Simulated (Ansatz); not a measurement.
Ge₉NH₁₆, a doped cluster cut from the lattice of germanium (N on a surface site) was relaxed with r2SCAN-D4 (def2-SVP) in Ansatz in these states: charge +1 singlet, charge -1 singlet, neutral doublet. The geometries follow in no particular order.

A:

```xyz
26

Ge    1.795    1.591   -2.284
Ge    2.215   -1.393    0.505
Ge    0.745    1.939    1.677
Ge   -2.387    1.093   -0.842
Ge   -1.423   -1.312    2.009
Ge   -1.150   -1.744   -1.805
Ge    2.345    1.014    0.071
N    -1.429    0.064   -2.035
Ge   -0.028   -2.320    0.290
Ge   -1.511    1.051    1.440
H     3.204    1.035   -2.772
H     2.316    3.081   -2.070
H     3.104   -2.190   -0.485
H     2.703   -1.830    1.914
H     0.627    3.479    1.534
H     1.117    1.708    3.169
H    -2.440    2.528   -1.412
H    -3.827    0.521   -0.820
H    -0.852   -1.544    3.429
H    -2.840   -1.939    2.009
H    -0.364   -2.249   -3.036
H    -2.550   -2.410   -1.810
H     3.705    1.368    0.767
H    -0.543    0.546   -2.291
H    -0.023   -3.864    0.464
H    -2.508    1.776    2.388
```

B:

```xyz
26

Ge   -0.8732    0.3768    2.9743
Ge    1.1878    2.4893    0.2767
Ge    2.1670   -1.3055    0.9805
Ge   -1.4578   -2.1526   -0.4124
Ge    1.0522   -0.1737   -2.6421
Ge   -2.2736    0.9975   -0.9689
Ge    1.2983    0.7411    1.9606
N    -2.0541   -0.4789    0.1454
Ge   -0.0703    1.7407   -1.6578
Ge    0.8892   -1.9390   -0.9832
H    -0.9349    1.0116    4.3898
H    -1.1958   -1.1283    3.1147
H     0.5229    3.7470    0.8723
H     2.6138    2.8769   -0.1680
H     2.1219   -2.4414    2.0214
H     3.6409   -1.0983    0.5714
H    -1.6984   -3.0955    0.7810
H    -2.2731   -2.6667   -1.6259
H     2.5218    0.1477   -2.9783
H     0.3414   -0.5996   -3.9425
H    -3.0169    2.0473   -0.1222
H    -3.1432    0.6444   -2.2018
H     2.2868    1.2208    3.0516
H    -2.8343   -0.5633    0.7992
H    -0.2193    2.8832   -2.6860
H     1.4007   -3.2815   -1.5497
```

C:

Cartesian coordinates in Å:
```
Ge -2.028 -1.270 0.687
Ge 0.520 -1.696 -2.261
Ge -1.513 1.753 -1.697
Ge -0.445 1.343 2.053
Ge 2.370 1.504 -0.624
Ge 1.184 -1.534 1.559
Ge -1.590 -0.673 -1.630
N -0.553 -0.624 1.842
Ge 2.108 -0.911 -0.601
Ge 0.173 2.371 -0.062
H -2.026 -2.771 1.016
H -3.239 -0.577 1.330
H 0.401 -3.225 -2.197
H 0.931 -1.237 -3.666
H -2.877 2.333 -1.298
H -1.099 2.239 -3.092
H -1.850 1.667 2.583
H 0.596 1.463 3.176
H 2.792 1.972 -2.023
H 3.397 1.937 0.432
H 0.771 -3.007 1.695
H 1.968 -1.076 2.797
H -2.794 -1.255 -2.392
H -0.835 -0.944 2.779
H 3.451 -1.660 -0.657
H 0.186 3.877 0.250
```

Problem. Judge from the bond lengths which geometry belongs to which state (an estimate).

Solution. A is the charge -1 singlet (Ge6–N8 1.844 Å, Ge4–N8 1.844 Å, Ge1–Ge7 2.486 Å); B is the neutral doublet (Ge6–N8 1.863 Å, Ge4–N8 1.862 Å, Ge1–Ge7 2.424 Å); C is the charge +1 singlet (Ge6–N8 1.981 Å, Ge4–N8 1.981 Å, Ge1–Ge7 2.432 Å).
